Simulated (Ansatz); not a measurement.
Species: SnCl₂, charge 0, singlet. SnCl2 (SMILES [Cl][Sn][Cl]).
B3LYP-D3(BJ)/def2-TZVP minimum from Ansatz (a first-principles code):
```
Sn
Cl 1 2.3879
Cl 1 2.3879 2 98.82
```

Wanted: atomisation energy (electronic, to ground-state atoms), in kcal/mol. Radicals and triplets start from unrestricted determinants; spin-orbit coupling is neglected. Correlated methods leave the cores frozen (noble-gas shells, and filled d and f shells in the p block). Past Kr the def2 sets carry scalar-relativistic core potentials. CBS(X,Y): correlation extrapolated as X^-3, Hartree-Fock from the larger set. A bracket is a step between two methods taken in the basis named. Spin-orbit terms, left out, reach several kcal/mol for Br and I, and more for heavier atoms.

CCSD(T)/CBS(def2-TZVPP,def2-QZVPP) + [CCSDT(Q) - CCSD(T)]/def2-TZVPP + [CCSDTQ - CCSDT(Q)]/def2-SVP (Ansatz) gives 187.8 kcal/mol.

Question: What does PBE/def2-TZVPD (Ansatz) give here, and how do the other levels compare?

Answer: PBE gives 192.5 kcal/mol, 4.7 kcal/mol above it. Differences of the others: r2SCAN/def2-TZVPD (Ansatz) 2.0; B3LYP/def2-TZVPD (Ansatz) -6.0; PBE0/def2-TZVPD (Ansatz) -2.2; wB97M-V/def2-TZVPD (Ansatz) -0.7; B2PLYP/def2-TZVPD (Ansatz) -5.0; CCSD(T)/CBS(def2-TZVPP,def2-QZVPP) (Ansatz) -0.1 kcal/mol.
